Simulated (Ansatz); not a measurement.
`CN(C)c1ccc(C#Cc2ccc(C#Cc3ccc(C#CC#N)cc3)cc2)cc1` with charge -1. Charge -1, multiplicity 2. Geometry r2SCAN-D4/def2-SVP, that of the neutral singlet; atoms count from 1.

```xyz
47

C    -7.141   -5.269    3.393
N    -7.125   -3.839    3.185
C    -8.323   -3.062    3.409
C    -5.994   -3.230    2.691
C    -5.961   -1.835    2.434
C    -4.815   -1.224    1.941
C    -3.642   -1.963    1.675
C    -2.473   -1.333    1.168
C    -1.465   -0.790    0.730
C    -0.301   -0.163    0.203
C    -0.104   -0.064   -1.193
C     1.030    0.548   -1.711
C     2.014    1.084   -0.850
C     3.176    1.711   -1.381
C     4.175    2.249   -1.842
C     5.333    2.874   -2.379
C     6.494    2.117   -2.661
C     7.626    2.724   -3.187
C     7.634    4.113   -3.451
C     8.787    4.735   -3.989
C     9.787    5.272   -4.456
C    10.897    5.871   -4.975
N    11.851    6.386   -5.421
C     6.476    4.874   -3.170
C     5.346    4.263   -2.643
C     1.820    0.989    0.546
C     0.684    0.378    1.061
C    -3.676   -3.352    1.925
C    -4.816   -3.972    2.418
H    -6.978   -5.832    2.454
H    -8.116   -5.565    3.800
H    -6.364   -5.588    4.113
H    -8.708   -2.605    2.477
H    -9.107   -3.715    3.814
H    -8.154   -2.247    4.137
H    -6.841   -1.218    2.621
H    -4.818   -0.147    1.756
H    -0.861   -0.478   -1.864
H     1.173    0.617   -2.792
H     6.490    1.043   -2.459
H     8.519    2.133   -3.403
H     6.478    5.948   -3.372
H     4.452    4.852   -2.428
H     2.576    1.402    1.218
H     0.541    0.306    2.142
H    -2.782   -3.949    1.726
H    -4.790   -5.049    2.591
```

Single mean-field runs in def2-TZVP are fitted with def2-universal-jkfit. The highest occupied level of the charge -1 doublet lies above zero (up to 0.07 eV). By energy differences its removal costs 1.23 eV (vertical, to the charge 0 singlet, at PBE0-D4/def2-TZVP); self-interaction error and the lack of diffuse functions both raise the level.

Question: Estimate the Mulliken populations of the heavy atoms from the PBE0/def2-TZVP orbitals of Ansatz.

Answer: 
```json
{"atom": "C1", "charge (e)": "-0.34", "spin (α − β)": "0.00"}
{"atom": "N2", "charge (e)": "-0.02", "spin (α − β)": "0.00"}
{"atom": "C3", "charge (e)": "-0.34", "spin (α − β)": "0.00"}
{"atom": "C4", "charge (e)": "0.24", "spin (α − β)": "0.00"}
{"atom": "C5", "charge (e)": "-0.25", "spin (α − β)": "0.00"}
{"atom": "C6", "charge (e)": "-0.20", "spin (α − β)": "0.00"}
{"atom": "C7", "charge (e)": "-0.02", "spin (α − β)": "0.00"}
{"atom": "C8", "charge (e)": "0.09", "spin (α − β)": "0.01"}
{"atom": "C9", "charge (e)": "0.09", "spin (α − β)": "0.00"}
{"atom": "C10", "charge (e)": "0.00", "spin (α − β)": "0.01"}
{"atom": "C11", "charge (e)": "-0.19", "spin (α − β)": "0.00"}
{"atom": "C12", "charge (e)": "-0.19", "spin (α − β)": "0.01"}
{"atom": "C13", "charge (e)": "0.01", "spin (α − β)": "-0.03"}
{"atom": "C14", "charge (e)": "-0.03", "spin (α − β)": "0.20"}
{"atom": "C15", "charge (e)": "0.13", "spin (α − β)": "-0.08"}
{"atom": "C16", "charge (e)": "0.00", "spin (α − β)": "0.23"}
{"atom": "C17", "charge (e)": "-0.22", "spin (α − β)": "-0.01"}
{"atom": "C18", "charge (e)": "-0.23", "spin (α − β)": "0.10"}
{"atom": "C19", "charge (e)": "0.02", "spin (α − β)": "0.12"}
{"atom": "C20", "charge (e)": "-0.04", "spin (α − β)": "0.03"}
{"atom": "C21", "charge (e)": "0.07", "spin (α − β)": "0.21"}
{"atom": "C22", "charge (e)": "-0.30", "spin (α − β)": "-0.05"}
{"atom": "N23", "charge (e)": "-0.09", "spin (α − β)": "0.17"}
{"atom": "C24", "charge (e)": "-0.23", "spin (α − β)": "0.10"}
{"atom": "C25", "charge (e)": "-0.22", "spin (α − β)": "-0.01"}
{"atom": "C26", "charge (e)": "-0.19", "spin (α − β)": "0.01"}
{"atom": "C27", "charge (e)": "-0.19", "spin (α − β)": "0.00"}
{"atom": "C28", "charge (e)": "-0.20", "spin (α − β)": "0.00"}
{"atom": "C29", "charge (e)": "-0.25", "spin (α − β)": "0.00"}
```
Mulliken values and Mayer orders depend strongly on the basis.

Question: Where does the spin sit?

Answer: Summed by element: C 0.84, N 0.17, H -0.01, of 1 unpaired in all. Largest on single atoms: C16 0.23, C21 0.21, C14 0.20.

Question: And the Mayer bond orders between bonded heavy atoms (over 0.3)?

Answer: C1–N2 0.98 (1.45 Å); N2–C3 0.98 (1.45 Å); N2–C4 1.22 (1.38 Å); C4–C5 1.29 (1.42 Å); C4–C29 1.29 (1.42 Å); C5–C6 1.49 (1.39 Å); C6–C7 1.37 (1.41 Å); C7–C8 1.06 (1.42 Å); C7–C28 1.37 (1.41 Å); C8–C9 2.66 (1.23 Å); C9–C10 1.10 (1.42 Å); C10–C11 1.34 (1.41 Å); C10–C27 1.33 (1.41 Å); C11–C12 1.44 (1.39 Å); C12–C13 1.36 (1.41 Å); C13–C14 1.08 (1.42 Å); C13–C26 1.36 (1.41 Å); C14–C15 2.59 (1.22 Å); C15–C16 1.16 (1.42 Å); C16–C17 1.23 (1.41 Å); C16–C25 1.23 (1.41 Å); C17–C18 1.55 (1.39 Å); C18–C19 1.22 (1.41 Å); C19–C20 1.25 (1.42 Å); C19–C24 1.22 (1.41 Å); C20–C21 2.47 (1.23 Å); C21–C22 1.25 (1.36 Å); C22–N23 2.97 (1.17 Å); C24–C25 1.55 (1.39 Å); C26–C27 1.44 (1.39 Å); C28–C29 1.49 (1.39 Å).
